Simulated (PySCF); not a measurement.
Sb (SMILES [Sb+]), charge +1, triplet (core potentials on Sb). Base run: MN15/def2-SVP (PySCF).

Input for PySCF:
```python
from pyscf import gto, scf, dft

mol = gto.M(
    atom='''
Sb    0.00000000    0.00000000    0.00000000
''',
    basis='def2-svp',
    ecp={'Sb': 'def2-svp'},
    charge=1,
    spin=2,
    verbose=4,
)

mf = dft.UKS(mol)
mf.xc = 'mn15'
mf.kernel()
```

Variants of this job, named by their change:

```csv
change,ΔE vs base (µEh),grid points,electrons on the grid,outcome
base,0.0,21960,22.00000,converged
grids.radi_method = gauss_chebyshev,-0.6,20688,22.00000,converged
small_rho_cutoff = 0,0.0,21960,22.00000,converged
grids.level = 7,0.5,91048,22.00000,converged
"grids.atom_grid = (30, 110)",-7548,2424,22.00000,converged
"grids.atom_grid = (150, 974)",0.5,71224,22.00000,converged
grids.radi_method = delley,-1.0,20400,22.00000,converged
grids.prune = dft.gen_grid.sg1_prune,-,-,-,input refused
grids.radi_method = mura_knowles,0.4,19072,22.00000,converged
grids.level = 0,-2416,2832,22.00000,converged
"grids.atom_grid = (75, 302)",-0.2,13296,22.00000,converged
```

Open shells are given as the SCF converged; they aren't shown to be the lowest states, and a large step between rows can be another state.

- grids.prune = dft.gen_grid.sg1_prune: ended with `IndexError: index 51 is out of bounds for axis 0 with size 19`
